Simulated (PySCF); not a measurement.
## Electron correlation in I⁺ (iodine, charge +1)

[Kr] 4d10 5s2 5p4, high-spin 3P determinant. All numbers are calculated (PySCF 2.14, the spin-free X2C one-electron Hamiltonian (Gaussian nucleus), in ANO-RCC-VTZP (7s6p4d2f1g, 68 functions)). Frozen: [Kr] 4d10; 6 electrons correlated.

```csv
level,correlation energy (mhartree)
CCSD,-105.10
(T),-2.98
CCSD(T),-108.08
```

Diagnostics: T1 = 0.0073, D1 = 0.0224, largest double amplitude 0.056.

Cost of the coupled-cluster step: about 2.8 core-seconds, for 6 correlated electrons.
